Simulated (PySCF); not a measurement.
Job file and geometry (Å, from GFN2-xTB) of an NMR shielding run on `C/C=C/P(CC)C(C)C`, C8H17P, GIAO PBE0/pcSseg-1 NMR shielding, non-relativistic, gas phase in PySCF 2.14.0, density-fitted response routines; density fitting, a coarse starting grid and PySCF grid level 2 are the driver's defaults:

```
$ OMP_NUM_THREADS=1 python probes_run.py task.json out

{"job": {"kind": "nmr", "xc": "PBE0", "basis": "pcSseg-1"}, "charge": 0, "multiplicity": 1}
C      3.518887     0.881147    -0.306760
C      2.242552     0.634188     0.423737
C      1.069591     0.410448    -0.152102
P     -0.450091     0.122101     0.809629
C     -1.531758     1.320077    -0.131821
C     -1.091047     2.755677     0.118800
C     -0.972193    -1.460315    -0.067408
C     -2.376967    -1.866529     0.362956
C      0.028743    -2.560751     0.268657
H      3.362424     0.881061    -1.383234
H      4.248200     0.110538    -0.056890
H      3.941911     1.841098    -0.011276
H      2.311363     0.640722     1.504167
H      0.977376     0.399444    -1.235382
H     -1.493983     1.087173    -1.200808
H     -2.560038     1.187304     0.213174
H     -0.071185     2.908251    -0.230029
H     -1.743938     3.455134    -0.401189
H     -1.120538     2.981271     1.182915
H     -0.960556    -1.277375    -1.150026
H     -3.110035    -1.113979     0.080498
H     -2.657466    -2.809108    -0.105580
H     -2.416333    -1.996040     1.443083
H      1.032327    -2.283311    -0.049726
H      0.048206    -2.733953     1.343130
H     -0.246499    -3.491661    -0.225396
```

Question: What does the program print?

Answer: 
```
coarse grid: 20856 points
cycle   1  E = -655.7182139266  dE =  7.075e-01  |g| = 5.179e-01  |ddm| = 4.438e+00
cycle   2  E = -655.7072731483  dE =  1.094e-02  |g| = 5.663e-01  |ddm| = 1.013e+00
cycle   3  E = -655.7910051385  dE = -8.373e-02  |g| = 5.962e-02  |ddm| = 5.606e-01
cycle   4  E = -655.7915132200  dE = -5.081e-04  |g| = 4.086e-02  |ddm| = 1.076e-01
cycle   5  E = -655.7919262008  dE = -4.130e-04  |g| = 7.547e-03  |ddm| = 3.844e-02
cycle   6  E = -655.7919396548  dE = -1.345e-05  |g| = 2.527e-03  |ddm| = 1.096e-02
cycle   7  E = -655.7919411348  dE = -1.480e-06  |g| = 4.472e-04  |ddm| = 3.045e-03
final grid: 192920 points
cycle   8  E = -655.8489742054  dE = -6.505e-05  |g| = 1.139e-02  |ddm| = 4.725e-02
cycle   9  E = -655.8489646290  dE =  9.576e-06  |g| = 1.302e-02  |ddm| = 2.220e-02
cycle  10  E = -655.8490080160  dE = -4.339e-05  |g| = 6.591e-04  |ddm| = 1.249e-02
cycle  11  E = -655.8490081114  dE = -9.535e-08  |g| = 2.671e-04  |ddm| = 1.175e-03
cycle  12  E = -655.8490081286  dE = -1.724e-08  |g| = 7.561e-05  |ddm| = 3.536e-04
cycle  13  E = -655.8490081301  dE = -1.419e-09  |g| = 2.356e-05  |ddm| = 1.268e-04
cycle  14  E = -655.8490081302  dE = -1.360e-10  |g| = 6.951e-06  |ddm| = 2.872e-05
converged SCF energy = -655.8490081302

GIAO shielding tensors (ppm)
atom      isotropic    diamagn.    paramagn.     s11        s22        s33       span
  0 C      162.184     247.970     -85.786    149.114    151.421    186.017     36.903
  1 C       31.989     257.268    -225.279    -96.459     42.191    150.235    246.694
  2 C       42.716     265.670    -222.954    -58.396     57.430    129.112    187.508
  3 P      347.711     970.752    -623.041    317.593    342.914    382.625     65.032
  4 C      159.473     256.477     -97.004    146.604    158.969    172.847     26.243
  5 C      173.913     247.210     -73.298    165.260    169.557    186.920     21.660
  6 C      149.535     253.853    -104.319    135.210    150.427    162.967     27.758
  7 C      165.727     247.862     -82.135    154.038    156.405    186.738     32.699
  8 C      163.947     249.127     -85.180    150.559    156.627    184.654     34.095
  9 H       29.747      30.095      -0.348     26.030     29.694     33.517      7.487
 10 H       29.658      27.649       2.009     25.852     27.484     35.639      9.788
 11 H       29.671      27.191       2.480     25.879     27.395     35.739      9.860
 12 H       25.077      34.817      -9.740     21.797     23.388     30.045      8.248
 13 H       25.858      37.385     -11.527     21.124     26.109     30.340      9.217
 14 H       30.537      35.446      -4.909     26.026     30.762     34.822      8.796
 15 H       29.991      34.014      -4.023     24.135     30.494     35.344     11.209
 16 H       30.744      31.500      -0.756     25.028     31.584     35.620     10.592
 17 H       30.405      28.181       2.224     25.190     27.365     38.661     13.471
 18 H       30.831      30.251       0.580     26.412     28.758     37.322     10.910
 19 H       30.471      36.339      -5.868     28.150     29.134     34.128      5.978
 20 H       30.428      31.732      -1.304     24.433     30.474     36.377     11.945
 21 H       30.509      29.639       0.871     25.938     27.628     37.963     12.025
 22 H       30.876      31.097      -0.220     27.130     28.820     36.679      9.549
 23 H       30.365      32.835      -2.471     24.295     31.058     35.742     11.448
 24 H       31.002      32.007      -1.005     27.597     28.777     36.633      9.036
 25 H       30.669      30.730      -0.061     26.181     27.743     38.083     11.903
```

Size and cost of the density-fitted run: 245 basis functions, 62 s wall time on 1 thread of an Arm Neoverse V1, shared host; peak memory 1.2 GiB.
